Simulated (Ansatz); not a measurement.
TeS, multiplicity 3 (lowest of 2S+1 = 1, 3, 5 at CCSD(T)/def2-TZVPP on PBE0 minima; our sources give no spin for the ground state, which may be another), most abundant isotopes (31.9721 and 129.9062 u). Constants from fifth-degree fits in 1/R to seven points on the lowest solution found; no spin–orbit coupling, no relativity up to Kr; ω_e x_e and α_e move by some per cent with the fit.

Correlated levels freeze the inner cores; with def2 sets outer-core shells near the valence are correlated too. CBS: X⁻³ extrapolation of the correlation energy, Hartree–Fock from the larger set.

Run with Ansatz (Gaussian orbitals). Each number belongs to the level named beside it. In def2 rows elements past Kr take small-core potentials, without spin–orbit coupling.

```tsv
level	r_e (Å)	ω_e (cm⁻¹)	ω_e x_e (cm⁻¹)	α_e (cm⁻¹)
PBE/def2-TZVPP	2.2506	461.4	1.32	0.000505
CCSD(T)/CBS(def2-TZVPP, def2-QZVPP)	2.2213	486.1	1.37	0.000509
```

Task: Derive the rotational constants, the centrifugal constant, the fundamental, the zero-point energy and the force constant.

Result: 
μ = 25.65737 u.
- PBE/def2-TZVPP: B_e = 16.8576/(μ r_e²) = 0.12972 cm⁻¹; B₀ = B_e − α_e/2 = 0.12946 cm⁻¹; D = 4B_e³/ω_e² = 4.10e-08 cm⁻¹; fundamental ω_e − 2ω_e x_e = 459 cm⁻¹; zero-point energy ω_e/2 − ω_e x_e/4 = 230 cm⁻¹; k = μ(2πcω_e)² = 322 N/m
- CCSD(T)/CBS(def2-TZVPP, def2-QZVPP): B_e = 16.8576/(μ r_e²) = 0.13316 cm⁻¹; B₀ = B_e − α_e/2 = 0.13291 cm⁻¹; D = 4B_e³/ω_e² = 4.00e-08 cm⁻¹; fundamental ω_e − 2ω_e x_e = 483 cm⁻¹; zero-point energy ω_e/2 − ω_e x_e/4 = 243 cm⁻¹; k = μ(2πcω_e)² = 357 N/m

Ansatz is a program for electronic structure.
